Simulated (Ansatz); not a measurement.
Gas-phase electronic energies from Ansatz, PBE0-D4/def2-TZVP geometries. CCSD(T)/CBS is the MP2 limit (def2-TZVPP, def2-QZVPP) plus CCSD(T) − MP2 in def2-TZVPP, frozen cores. DFT in def2-TZVPP. One conformer a species, not always the lowest.

Consider the formal exchange of groups at the Si–C bond: `CBC[SiH2]O` + `CC(N)=S` → `CC(=S)[SiH2]O` + `CBCN`.

```
        species  PBE-D4 energy (Eh)
   `CBC[SiH2]O`          -470.93899
      `CC(N)=S`          -531.90302
`CC(=S)[SiH2]O`          -842.34530
         `CBCN`          -160.45064
```

(1) Work out ΔE.

Largest T1 diagnostic among the species: 0.016.

Answers

(1) ΔE = (-842.34530) + (-160.45064) − (-470.93899) − (-531.90302) = 0.04607 Eh = +28.9 kcal/mol. CCSD(T)/CBS gives +27.1 kcal/mol.

Leaving LDA and LC-ωPBE aside and taking each functional with its dispersion term where it has one, the values, not all of them listed here, spread over 3.4 kcal/mol, from BLYP-D4 to r2SCAN0-D4. LDA lies +1.1 kcal/mol from PBE without D4. From PBE to PBE0 (25 % exact exchange), in def2-TZVPP and without D4, ΔE moves by +0.9 kcal/mol.
